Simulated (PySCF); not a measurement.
Nb(NH)(F)(Cl)2 (Cl2FHNNb), SMILES [NH]=[Nb]([F])([Cl])[Cl], multiplicity 1.

Geometry: B3LYP-D3(BJ)/def2-SVP. The spin state was assumed, not searched. The structure was generated by enumeration; whether it is a known compound was not checked. The def2 effective core potentials stand for the cores of Nb; spin–orbit coupling is left out.

The numbers are results of B3LYP-D3(BJ)/def2-SVP (PySCF), not measurements.

Frequencies are harmonic and unscaled.

```csv
mode,ν (cm⁻¹),IR (km/mol),Raman (Å⁴/amu),depolarisation,moving atoms (share of kinetic energy)
1,105,1.2,2.7,0.74,"Cl 78 %, Nb 15 %"
2,141,3.3,1.7,0.75,"F 69 %, Cl 24 %"
3,152,4.2,2.4,0.62,"Cl 32 %, Nb 29 %, F 23 %, N 12 %"
4,207,1.9,5.0,0.75,"N 56 %, Cl 22 %, H 17 %"
5,243,2.3,4.4,0.73,"N 41 %, F 31 %, H 14 %, Cl 8 %"
6,400,27.3,8.7,0.05,"Cl 76 %, Nb 19 %"
7,431,75.8,0.8,0.75,"Cl 58 %, Nb 39 %"
8,543,157.0,2.2,0.73,"H 78 %, N 21 %"
9,586,188.7,2.2,0.75,"H 78 %, N 21 %"
10,707,134.7,3.0,0.04,"F 80 %, Nb 19 %"
11,1032,109.9,36.4,0.08,"N 78 %, Nb 15 %"
12,3617,226.3,172.4,0.37,H 92 %
```
